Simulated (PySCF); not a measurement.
Ar³⁺ (argon, charge +3) across methods

[Ne] 3s2 3p3, high-spin 4S determinant. Calculation: PySCF 2.14, in aug-cc-pCVQZ-DK (10s9p7d5f3g, 134 functions); the spin-free X2C one-electron Hamiltonian (Gaussian nucleus).

```tsv
method	E (hartree)	mean ε 3s α (eV)	mean ε 3s β (eV)	mean ε 3p α (eV)	Σ⟨r²⟩ (bohr²)	⟨S²⟩
B3LYP	-526.2895	-69.907	-64.324	-53.168	12.00	3.750
LDA	-524.6351	-67.076	-62.889	-51.527	12.01	3.750
r2SCAN	-526.2449	-68.940	-62.640	-52.383	11.99	3.750
PBE	-526.0840	-67.338	-62.608	-51.610	11.99	3.750
UHF	-525.67614	-80.169	-67.736	-59.227	12.06	3.751
PBE0	-526.1212	-70.781	-64.338	-53.740	11.99	3.750
wB97M-V	-526.2480	-72.844	-67.259	-55.778	12.04	3.750
```

Q: Estimate the same row for M06-2X.

A: E (hartree) = -526.2848; mean ε 3s α (eV) = -73.031; mean ε 3s β (eV) = -66.178; mean ε 3p α (eV) = -55.350; Σ⟨r²⟩ (bohr²) = 12.00; ⟨S²⟩ = 3.751.
